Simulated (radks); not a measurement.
Values are calculated unless marked as measured or tabulated.
Question: These are the eigenvalues of the occupied orbitals of an atom or ion with whole-number occupations (hartree). Level of theory: scalar-relativistic Kohn-Sham, LDA (Slater exchange, Perdew-Wang correlation), spin-polarised, spherical densities, finite nucleus; Fermi nuclear charge, rms radius of each element as measured or else 0.836 A^(1/3) + 0.57 fm (a radial shooting solver on a logarithmic mesh with Libxc functionals).

| orbital | eigenvalue |
|---|---|
| 1s up | -691.3016 |
| 1s down | -691.2926 |
| 2s up | -97.65150 |
| 2s down | -97.63087 |
| 2p up | -87.38002 |
| 2p down | -87.36260 |
| 3s up | -17.16763 |
| 3s down | -17.14670 |
| 3p up | -13.81036 |
| 3p down | -13.78786 |
| 3d up | -8.30336 |
| 3d down | -8.27626 |
| 4s up | -3.17896 |
| 4p up | -2.27759 |
| 4p down | -2.15834 |
| 4d up | -1.00415 |
| 5d up | -0.33791 |

Which element is it, and in what charge state? The configuration may be excited. Open shells, if any, are filled with parallel spins first.

Answer: Z = 41, niobium, charge +2: Nb2+ in [Ar] 3d10 4s1 4p6 4d3 5d1. The list shows which subshells hold electrons but not how many an open one holds; the 1s level, -691.3 hartree, gives Z - s = 37.2 by -(Z - s)^2/2, which with screening and relativity narrows Z to a few neighbours, and the depths of the outer levels then fix element, charge and occupations together.
